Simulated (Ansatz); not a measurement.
Born–Oppenheimer molecular dynamics of Cl3FH3OTa (9 atoms, charge 0, multiplicity 1). It starts at the highest image of a converged band, a first-order saddle point between two minima.

These are results of RKS PBE0-D4/def2-SVP (Ansatz), not measurements.

```
ensemble                      : NVE (velocity Verlet)
time step                     : 0.5 fs
steps asked                   : 200
starting velocities drawn for : 300 K
seed                          : 11216
```

First frame:

```xyz
9
Properties=species:S:1:pos:R:3
Ta -0.050 -0.254 -0.170
O 2.043 0.026 -0.268
H 2.454 0.044 0.610
F 0.425 -0.706 1.602
Cl 0.027 0.015 -2.461
Cl -0.745 1.879 0.367
Cl -1.918 -1.572 -0.135
H 0.970 -1.863 -0.552
H 1.736 -1.147 -0.468
```

(1) What does the run give?

(2) What happens to the structure?

(3) How do temperature and energy run in time?

## Answers

(1) All steps were run.

```yaml
steps_done: 200
time_covered: 100 fs
mean_temperature_over_the_second_half: 552 K
spread_of_the_potential_energy_over_the_second_half: 3.0 meV per atom
mean_potential_energy_of_the_second_half_above_the_start: -25.3 meV per atom
```

The conserved energy stayed within 0.17 meV per atom of its start (net change -0.052 meV per atom), so the integration is sound. The kinetic energy rose, since the run started high on the potential surface and went downhill. A run of 0.1 ps of so small a system gives no equilibrium averages. The orbitals stay closed-shell, which can raise the energy where a bond breaks towards radicals; this wasn't checked here.

(2) Between its relaxed ends the band would form Ta1–H8, O2–H9 and break H8–H9. These pairs go: Ta1–H8 1.94 → 1.69 Å, O2–H9 1.23 → 0.96 Å, H8–H9 1.05 → 3.12 Å. In the last frame they stand as after the step (other bonds may differ from the relaxed reactants and products). Also parted: Ta1–H9 2.02 → 3.35 Å. It ends as one piece, Cl3FH3OTa. Pairs count as bonded within 1.25 times the sum of covalent radii (0.12 Å more for H–H). This is one draw of velocities; another would differ in detail.

(3) 
```csv
time (fs),T (K),potential energy less start (eV),conserved less start (meV/atom)
0,300,0.000,0.00
5,222,0.071,0.06
10,294,0.005,-0.01
15,345,-0.041,0.03
20,509,-0.189,0.01
25,551,-0.226,0.10
30,642,-0.309,0.06
35,623,-0.292,-0.01
40,624,-0.294,-0.13
45,620,-0.291,-0.12
50,563,-0.237,0.05
55,567,-0.241,0.08
60,483,-0.165,0.06
65,548,-0.225,-0.08
70,554,-0.230,-0.06
75,565,-0.240,-0.02
80,572,-0.247,-0.03
85,507,-0.187,0.03
90,558,-0.234,-0.01
95,567,-0.242,0.00
100,591,-0.264,-0.05
```

The run took 11 min on 4 threads of Intel(R) Xeon(R) Platinum 8259CL CPU @ 2.50GHz (Skylake/Cascade Lake), with other jobs on the host, peak memory 0.4 GiB.
